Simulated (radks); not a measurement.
Problem. Successive ionisation energies (eV) of one element, from differences of total energies of ions in their ground configurations, starting at charge 0: 7.924, 21.024, 38.195, 58.161, 80.432, 104.66, 139.51, 168.73, 199.60, 232.01, 265.81, 367.48, 400.77, 433.91, 480.02, 516.02, 551.76, 625.11, 665.33, 1690.6, 1797.2, 1902.4. Method: non-relativistic Kohn-Sham, TPSS, spin-polarised, spherical densities, point nucleus; open shells are filled with parallel spins first; meta-GGA in the generalised Kohn-Sham scheme; computed with a radial shooting solver on a logarithmic mesh with Libxc functionals. Which element is it?

Solution. Copper (Z = 29). The first species listed is Cu in [Ar] 3d10 4s1, the last Cu21+ in [He] 2s2 2p4.
